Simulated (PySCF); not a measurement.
C6H11NSi2.
SMILES with atom numbers: `[N:1]#[C:2]/[CH:3]=[CH:4]\[CH2:5][SiH2:6]/[CH:7]=[CH:8]/[SiH3:9]` (hydrogens: H10 on C3; H11 on C4; H12, H13 on C5; H14, H15 on Si6; H16 on C7; H17 on C8; H18, H19, H20 on Si9)

Computed with PySCF at PBE0/pcSseg-1, non-relativistic, on one gas-phase PBE0-D3(BJ)/def2-SVP geometry that isn't relaxed in the solvent. The solvent is an IEF-PCM continuum (van der Waals radii × 1.2). The model holds no explicit solvent molecules, cavitation or dispersion.

Gas phase at PBE0/pcSseg-1: HOMO -7.64 eV, LUMO -1.47 eV, dipole 3.81 D.

Task: What does the continuum do to the energy, the frontier levels and the dipole at PBE0/pcSseg-1 in acetone and dimethylsulfoxide?

Result: 
| solvent | ε | E(solvent) − E(gas) (kcal/mol) | polarisation term (kcal/mol) | distortion of the solute (kcal/mol) | HOMO (eV) | LUMO (eV) | dipole (D) |
| --- | --- | --- | --- | --- | --- | --- | --- |
| acetone | 20.49 | -6.17 | -7.60 | 1.43 | -7.49 | -1.33 | 5.37 |
| dimethylsulfoxide | 46.83 | -6.48 | -8.07 | 1.59 | -7.49 | -1.33 | 5.46 |

The polarisation term is half the interaction of the solute with the surface charges that it induces; the rest is the cost of distorting the solute's density. The sum is the electrostatic part of solvation alone. From acetone to dimethylsulfoxide the lowering changes by a factor 1.05, Onsager's factor (ε − 1)/(2ε + 1) by 1.04 and ε itself by 2.3.

Task: Which radius a makes the point-dipole formula ΔE = −[(ε − 1)/(2ε + 1)]·μ²/a³ give the value in dimethylsulfoxide, with the gas-phase dipole?

Result: μ = 1.497 au and |ΔE| = 0.01032 Eh give a = 2.50 Å; the farthest nucleus lies 4.32 Å from the centroid of the nuclei, so such a sphere wouldn't even hold the nuclei. The formula assumes a rigid point dipole at the centre of a sphere.

Task: Which Hirshfeld charges (PBE0/pcSseg-1) respond most in acetone (means over atoms taken as equivalent)?

Result: 
```csv
atoms,environment,gas (e),solvent (e),change
N1,nitrile nitrogen,-0.213,-0.269,-0.056
H11,vinylic hydrogen,+0.060,+0.074,+0.014
C4,alkene CH carbon,0.000,+0.013,+0.013
H10,vinylic hydrogen,+0.067,+0.077,+0.010
C2,nitrile carbon,+0.081,+0.089,+0.008
Si6,SiH2 silicon,+0.345,+0.352,+0.007
C8,alkene CH carbon,-0.118,-0.125,-0.007
H12/H13,methylene hydrogen,+0.051,+0.057,+0.006
H16,vinylic hydrogen,+0.040,+0.045,+0.005
Si9,SiH3 silicon,+0.309,+0.305,-0.004
C3,alkene CH carbon,-0.048,-0.052,-0.004
C5,sp3 carbon bound to silicon,-0.149,-0.145,+0.004
```

Task: How do the nuclear quadrupole coupling constants eQVzz/h respond in acetone?

Result: 
```csv
nucleus,Q (barn),gas (MHz),solvent (MHz),η gas,η solvent
14N at N1,0.02044,-4.40,-4.02,0.12,0.17
```

Shape of the structure used: `[N:1]#[C:2]/[CH:3]=[CH:4]\[CH2:5][SiH2:6]/[CH:7]=[CH:8]/[SiH3:9]`: C3–C4–C5–Si6 -101°, C4–C5–Si6–C7 59°, C5–Si6–C7–C8 52°.
